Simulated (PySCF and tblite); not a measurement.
Values are calculated unless marked as measured or tabulated.
C8H11ClO, numbered as in [CH3:1][O:2][C@@H:3]1[C@H:4]2[CH:5]=[C:6]([Cl:7])[C@@H:8]1[CH2:9][CH2:10]2.

First level. The ensemble was built from 60 distance-geometry starts (ETKDG and KDG, MMFF94s, GFN2-xTB) and rests on GFN2-xTB geometries. Weights use PBE0-D3(BJ)/def2-SVP (IEF-PCM, cyclohexane) energies plus GFN2-xTB zero-point and thermal terms (modes under about 100 cm⁻¹ blended into free rotors). Symmetry numbers and mirror images are counted. Conformers within 1.5 kcal/mol (GFN2-xTB free energy) were kept, 4 at most. GIAO shieldings: KT2/pcSseg-1 (IEF-PCM, cyclohexane). Shifts are against TMS (¹H), TMS (¹³C) at the same level; of two unlike H on one atom, a is the less shielded. Run with PySCF (density fitting) and tblite.

It gives, at 298.15 K, with 2 conformers (largest weight 57 %): ¹H: 5.85 (H5, 1H), 3.56 (H1, 3H), 3.23 (H3, 1H), 2.84 (H4, 1H), 2.64 (H8, 1H), 2.00 (H10a, 1H), 1.90 (H9a, 1H), 1.16 (H9b, 1H), 1.10 (H10b, 1H) ppm. ¹³C: 139.4 (C6), 127.4 (C5), 95.4 (C3), 59.0 (C1), 54.9 (C8), 49.2 (C4), 25.8 (C10), 24.1 (C9) ppm.

Second level: GFN2-xTB geometries, energies B97-D-D3(BJ)/6-31+G* (IEF-PCM, water), shieldings WP04/pcSseg-1 (IEF-PCM, water), on up to 4 of the same conformers.

(1) How do the averaged shifts change?

Shifts are unscaled: against experiment ¹³C can be off by 15 ppm or more and ¹H by 0.8 ppm.

Answers

(1) 
```json
{"signal": "H1", "first": "3.56", "second": "3.42", "change (ppm)": "-0.15"}
{"signal": "H3", "first": "3.23", "second": "3.29", "change (ppm)": "0.06"}
{"signal": "H4", "first": "2.84", "second": "2.78", "change (ppm)": "-0.06"}
{"signal": "H5", "first": "5.85", "second": "5.96", "change (ppm)": "0.11"}
{"signal": "H8", "first": "2.64", "second": "2.65", "change (ppm)": "0.02"}
{"signal": "H9a", "first": "1.90", "second": "1.87", "change (ppm)": "-0.03"}
{"signal": "H9b", "first": "1.16", "second": "1.21", "change (ppm)": "0.05"}
{"signal": "H10a", "first": "2.00", "second": "1.93", "change (ppm)": "-0.07"}
{"signal": "H10b", "first": "1.10", "second": "1.17", "change (ppm)": "0.07"}
{"signal": "C1", "first": "59.0", "second": "60.5", "change (ppm)": "1.4"}
{"signal": "C3", "first": "95.4", "second": "97.6", "change (ppm)": "2.2"}
{"signal": "C4", "first": "49.2", "second": "52.5", "change (ppm)": "3.3"}
{"signal": "C5", "first": "127.4", "second": "140.0", "change (ppm)": "12.6"}
{"signal": "C6", "first": "139.4", "second": "150.2", "change (ppm)": "10.7"}
{"signal": "C8", "first": "54.9", "second": "57.9", "change (ppm)": "3.0"}
{"signal": "C9", "first": "24.1", "second": "28.6", "change (ppm)": "4.4"}
{"signal": "C10", "first": "25.8", "second": "29.8", "change (ppm)": "4.0"}
```

The largest weight becomes 61 %.
